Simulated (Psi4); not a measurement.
methyl chloride (CH$_{3}$Cl), singlet, geometry from GFN2-xTB, with bond 2-1 at 1.6 times its length. Base run: CAM-B3LYP/6-31G run with Psi4.

Geometry (Å):
```xyz
5

C     -0.0015     0.0469    -1.1218
Cl     0.0023    -0.0719     1.7193
H     -0.0322     1.0907    -1.4185
H      0.9055    -0.4274    -1.4832
H     -0.8792    -0.4798    -1.4831
```
Charge 0, spin multiplicity 1.
All else is at Psi4's defaults (density fitting, Cartesian functions).
Base energy -499.94405 Eh.

Variants of this job, named by their change:

| change | ΔE vs base (µEh) | SCF cycles | grid points | basis functions |
|---|---|---|---|---|
| base | 0.0 | 7 | 107691 | 28 |
| guess = sapgau | 0.0 | 8 | 107691 | 28 |
| scf_type = disk_df | 0.0 | 7 | 107691 | 28 |
| dft_pruning_scheme = robust | 0.0 | 7 | 74023 | 28 |
| df_basis_scf = def2-universal-jkfit | 8.1 | 7 | 107691 | 28 |
| d_convergence = 1e-8 | 0.0 | 9 | 107691 | 28 |
| dft_radial_scheme = becke | 2.4 | 7 | 95097 | 28 |
| dft_nuclear_scheme = stratmann | -0.7 | 7 | 100999 | 28 |
| guess = gwh | 0.0 | 8 | 107691 | 28 |
| soscf = true | 0.0 | 6 | 107691 | 28 |
| dft_radial_points = 35 | 1700 | 7 | 51104 | 28 |
| guess = sap | 0.0 | 9 | 107691 | 28 |
| dft_nuclear_scheme = becke | 0.4 | 7 | 107064 | 28 |
